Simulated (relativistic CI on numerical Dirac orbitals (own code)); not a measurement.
**Ru3+: 4s photoemission**

Computed with this model: Dirac-Coulomb-Breit CI, separate exchange-only KLI orbitals for each configuration, model QED, multiplet model of photoemission in the sudden approximation, unscaled Slater integrals; configurations [Kr] 4d5 → [Ar] 3d10 4s 4p6 4d5; 80 K; Lorentzian 2 eV and Gaussian 0.6 eV FWHM. Energies are those of the free ion, without screening or charge transfer. The energies are binding energies and can lie tens of eV above those of solids. Without intra-shell correlation the exchange splitting of an s hole comes out too large, often by half or more. S is read from ⟨S²⟩ = S(S + 1).

Field parameters in Wybourne normalisation: Oh B⁴₀ = 21Dq, B⁴₄ = √(5/14) B⁴₀. The field is a parameter set, without covalency.

Computed curve for Oh, 10Dq = 27050 cm⁻¹, scaled to 100 at the maximum (points under 2 are left out and the grid is thinned):

Energy (eV), Intensity and a bar:
```
    117.6        2.1 
    118.0        2.3 
    118.6        2.7 
    119.0        3.1 
    119.4        3.5 
    119.8        3.9 #
    120.4        4.9 #
    120.8        5.8 #
    121.2        6.9 #
    121.8        9.2 ##
    122.2       11.5 ###
    122.6       14.6 ####
    123.0       19.2 #####
    123.6       30.8 #########
    124.0       43.7 #############
    124.4       61.4 ##################
    125.0       89.9 ###########################
    125.4      100.0 ##############################
    125.8       93.2 ############################
    126.2       73.4 ######################
    126.8       45.4 #############
    127.2       34.6 ##########
    127.6       29.1 ########
    128.0       27.9 ########
    128.6       31.9 #########
    129.0       35.8 ##########
    129.4       36.2 ##########
    130.0       27.2 ########
    130.4       20.0 #####
    130.8       14.6 ####
    131.2       11.0 ###
    131.8        7.8 ##
    132.2        6.5 #
    132.6        5.4 #
    133.2        4.2 #
    133.6        3.6 
    134.0        3.1 
    134.4        2.7 
    135.0        2.3 
    135.4        2.0
```

The ground state has S = 0.55, and the centroid lies at 126.28 eV.
